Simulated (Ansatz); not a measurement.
Si(H)(OH)2(SeH) (H₄O₂SeSi), SMILES O[SiH](O)[SeH].

Geometry: PBE-D3(BJ)/def2-SVP. This is a generated structure with no PubChem entry under its InChIKey; it may be hypothetical. The values are those of a single conformer.

Two levels are set side by side: PBE/def2-SVPD (Ansatz, an electronic-structure program) and PBE0/def2-SVPD (Ansatz). Energy differences of separate SCF runs at the same geometry; the states with an electron removed or added have multiplicity 2 and 2. Differences are taken from unrounded values.

```csv
quantity,PBE0
vertical ionisation energy (eV),9.61
vertical singlet–triplet gap (eV),5.03
```

Problem. What does PBE give, and how far is it from PBE0? (Estimate from the structure and the level; the computed values follow.)

Solution. 
| quantity | PBE | PBE minus PBE0 |
|---|---|---|
| vertical ionisation energy (eV) | 9.47 | -0.14 |
| vertical singlet–triplet gap (eV) | 4.91 | -0.12 |
